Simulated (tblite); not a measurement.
Compound: C4H4F3S (doublet state).
Z-matrix (Å and degrees, GFN2-xTB geometry), rows numbered from 1:
```
F 
C   1  1.3447
F   2  1.3393  1  106.26
F   2  1.3393  1  106.25  3  -113.58
C   2  1.5105  1  112.09  3   123.23
S   5  1.7624  2  113.42  1   179.97
C   5  1.5143  2  117.70  1    33.68
C   7  1.4879  5   60.59  2  -107.23
H   7  1.0801  5  117.02  8   109.67
H   7  1.0791  5  116.41  8  -109.54
H   8  1.0802  5  116.93  7  -109.69
H   8  1.0792  5  116.46  7   109.55
```

Computed geometry: GFN2-xTB, gas phase. This method treats the open shell by occupation alone, without spin polarisation.

Masses are those of the commonest isotopes; rigid-rotor values at the optimised geometry. 

Task: What are A, B and C (MHz)?

Result: Ia = 217.30, Ib = 307.54, Ic = 397.44 u·Å²; 505379 MHz·u·Å²/I gives A = 2326, B = 1643, C = 1272 MHz.

Task: Classify the top.

Result: An asymmetric top: κ = (2 × 1643 − 2326 − 1272)/(2326 − 1272) ≈ -0.29.

Task: Is it planar, by Δ = Ic − Ia − Ib?

Result: Not planar: Δ = Ic − Ia − Ib = -127.40 u·Å². For a rigid frame Δ = −2 Σ m c², so Σ m c² = 63.70 u·Å² lies off the ab plane: 6.44 from hydrogen and 57.25 from heavier atoms. The atom farthest from that plane is 1.27 Å away.

Task: Give the coordinates in the principal-axis frame, origin at the centre of mass.

Result: The sense of each axis is arbitrary; atoms in the order of the calculation.
```tsv
atom	mass (u)	a (Å)	b (Å)	c (Å)
F1	18.998	1.743	0.871	-0.001
C2	12.000	0.866	-0.148	0.000
F3	18.998	1.156	-0.892	1.076
F4	18.998	1.155	-0.892	-1.076
C5	12.000	-0.565	0.334	0.000
S6	31.972	-1.745	-0.975	0.000
C7	12.000	-0.877	1.615	-0.744
C8	12.000	-0.877	1.616	0.744
H9	1.008	-0.059	2.090	-1.267
H10	1.008	-1.823	1.652	-1.261
H11	1.008	-0.058	2.089	1.267
H12	1.008	-1.823	1.654	1.262
```

For this open shell read J as N, the rotation without spin; fine and hyperfine splittings come on top. Its GFN2-xTB frequencies are all real (lowest 38 cm⁻¹). No vibrational averaging or centrifugal distortion is included, and the geometry carries the error of its method.

The run took 0.37 s of wall time on Arm Neoverse V1, one thread, shared host with 32 logical CPUs at a one-minute load of 24. These figures are those of the optimisation.
